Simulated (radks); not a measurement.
The chlorine ion Cl2+, 15 electrons, occupied as [Ne] 3s1.5 3p3 4s0.5 (fractional occupations, a model configuration). All-electron calculation, non-relativistic Kohn-Sham, TPSS, spin-polarised, spherical densities, point nucleus; open shells are filled with parallel spins first; meta-GGA in the generalised Kohn-Sham scheme. Program: a radial shooting solver on a logarithmic mesh with Libxc functionals.

X-ray form factor f0, the Fourier transform of the density (f0(0) = 15):

sin(theta)/lambda (1/angstrom)  f0 (electrons)
0.05                                    14.633
0.1                                     13.727
0.15                                    12.627
0.2                                     11.534
0.25                                    10.526
0.3                                      9.640
0.4                                      8.274
0.5                                      7.324
0.6                                      6.568
0.8                                      5.202
1                                        3.990
1.25                                     2.859
1.5                                      2.151
2                                        1.498
